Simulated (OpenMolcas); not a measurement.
Ga⁺: input and output

Input:

```
&GATEWAY
Coord
1

Ga 0.0 0.0 0.0
Basis=ANO-R1
Group=XYZ
NoMove
AngMom=0.0 0.0 0.0
AMFI
&SEWARD
* reference wave functions (RASSCF and RASSI steps not shown): 2 electrons in 4 orbitals (4s 4p)
>>> COPY JOB002 $Project.JobIph
&CASPT2
Multistate=1 1
Frozen=8 6
IPEA=0.5
MaxIter=60
WThr=0.0 0.3 0.05
PrWF=0.5
NoMix
>>> COPY JOB003 $Project.JobIph
&CASPT2
Multistate=3 1 2 3
NoMult
Frozen=8 6
IPEA=0.5
MaxIter=60
WThr=0.0 0.3 0.05
PrWF=0.5
NoMix
>>> COPY JOB004 $Project.JobIph
&CASPT2
Multistate=3 1 2 3
NoMult
Frozen=8 6
IPEA=0.5
MaxIter=60
WThr=0.0 0.3 0.05
PrWF=0.5
NoMix
```

Launched by
```bash
OMP_NUM_THREADS=1 MOLCAS_MEM=2252 MOLCAS_PROJECT=a pymolcas a.inp > a.log  # once for each step of the input, in one work folder
```

Output, cut to the results:

```
--- CASPT2 ---
Orbital specifications:
      -----------------------

      Symmetry species                           1   2
                                                ag  au
      Frozen orbitals                            8   6
      Inactive orbitals                          0   0
      Active orbitals                            1   3
      Secondary orbitals                        11  10
      Deleted orbitals                           0   0
      Number of basis functions                 20  19
Type of calculation                        SS-CASPT2
      Fock operator                              state-specific
      IPEA shift                                 0.50
      Real shift                                 0.00
      Imaginary shift                            0.00
      The input orbitals will be transformed to quasi-canonical
Reference energy:       -1942.0493115383
      E2 (Non-variational):      -0.0054361987
      E2 (Variational):          -0.0054361985
      Total energy:           -1942.0547477368
      Residual norm:              0.0000000116
      Reference weight:           0.99672
      Contributions to the CASPT2 correlation energy
      Active & Virtual Only:         -0.0054361987
      One Inactive Excited:           0.0000000000
      Two Inactive Excited:           0.0000000000
::    CASPT2 Root  1     Total energy:  -1942.05474774
--- CASPT2 ---
Orbital specifications:
      -----------------------

      Symmetry species                           1   2
                                                ag  au
      Frozen orbitals                            8   6
      Inactive orbitals                          0   0
      Active orbitals                            1   3
      Secondary orbitals                        11  10
      Deleted orbitals                           0   0
      Number of basis functions                 20  19
Type of calculation                        SS-CASPT2
      Fock operator                              state-specific
      IPEA shift                                 0.50
      Real shift                                 0.00
      Imaginary shift                            0.00
      The input orbitals will be transformed to quasi-canonical
Reference energy:       -1941.8445867719
      E2 (Non-variational):      -0.0028008429
      E2 (Variational):          -0.0028008425
      Total energy:           -1941.8473876144
      Residual norm:              0.0000000430
      Reference weight:           0.99800
      Contributions to the CASPT2 correlation energy
      Active & Virtual Only:         -0.0028008429
      One Inactive Excited:           0.0000000000
      Two Inactive Excited:           0.0000000000
Reference energy:       -1941.8445867719
      E2 (Non-variational):      -0.0028008429
      E2 (Variational):          -0.0028008425
      Total energy:           -1941.8473876144
      Residual norm:              0.0000000430
      Reference weight:           0.99800
      Contributions to the CASPT2 correlation energy
      Active & Virtual Only:         -0.0028008429
      One Inactive Excited:           0.0000000000
      Two Inactive Excited:           0.0000000000
::    CASPT2 Root  1     Total energy:  -1941.84738761
::    CASPT2 Root  2     Total energy:  -1941.84738761
::    CASPT2 Root  3     Total energy:  -1941.84738761
--- CASPT2 ---
Orbital specifications:
      -----------------------

      Symmetry species                           1   2
                                                ag  au
      Frozen orbitals                            8   6
      Inactive orbitals                          0   0
      Active orbitals                            1   3
      Secondary orbitals                        11  10
      Deleted orbitals                           0   0
      Number of basis functions                 20  19
Type of calculation                        SS-CASPT2
      Fock operator                              state-specific
      IPEA shift                                 0.50
      Real shift                                 0.00
      Imaginary shift                            0.00
      The input orbitals will be transformed to quasi-canonical
Reference energy:       -1941.6975576270
      E2 (Non-variational):      -0.0257355448
      E2 (Variational):          -0.0257355424
      Total energy:           -1941.7232931694
      Residual norm:              0.0000001079
      Reference weight:           0.97749
      Contributions to the CASPT2 correlation energy
      Active & Virtual Only:         -0.0257355448
      One Inactive Excited:           0.0000000000
      Two Inactive Excited:           0.0000000000
Reference energy:       -1941.6975576270
      E2 (Non-variational):      -0.0257355448
      E2 (Variational):          -0.0257355424
      Total energy:           -1941.7232931694
      Residual norm:              0.0000001079
      Reference weight:           0.97749
      Contributions to the CASPT2 correlation energy
      Active & Virtual Only:         -0.0257355448
      One Inactive Excited:           0.0000000000
      Two Inactive Excited:           0.0000000000
::    CASPT2 Root  1     Total energy:  -1941.72329317
::    CASPT2 Root  2     Total energy:  -1941.72329317
::    CASPT2 Root  3     Total energy:  -1941.72329317
```

Levels above the lowest, from the spin-orbit matrix with the single-state CASPT2 energies, averaged by term, on its diagonal:

```csv
Configuration,Term,J,E (cm⁻¹),Measured (cm⁻¹),g,Term weight %
4s²,¹S,0,0.0,0.0,,100
4s 4p,³P°,0,44636,47368,,100
4s 4p,³P°,1,45060,47814,1.501,100
4s 4p,³P°,2,45947,48750,1.501,100
4s 4p,¹P°,1,72760,70701,1.000,100
```

Against the 4 measured excited levels shown (NIST Handbook of Basic Atomic Spectroscopic Data) the mean absolute deviation is 2600 cm-1; the largest miss in energy is 4s 4p ³P°₂: computed 45947, measured 48750 cm⁻¹ (-5.7 %).

Some high roots are left out of the spin-orbit mixing, which shifts the levels that they would mix with. Terms from blocks run as CI alone lack orbitals of their own. Computed and measured levels are paired by configuration, term and J; levels that our copy of the source lacks, or whose pairing is in doubt (as where it misses far off the trend of its configuration), stay unpaired and out of the deviations. Levels of configurations outside the active space are missing. The first state left out of the spin-orbit step lies near 110000 cm-1 above the lowest spin-free state of the reference (among the parities and spins computed), and the list stops at four fifths of that energy or lower.

The CASPT2 steps took 1 s on 1 thread of Arm Neoverse V1, on a shared host; the integral step is not counted.

The term weight is that of the spin-free term in the level, not the purity of its configuration. ° marks odd parity.
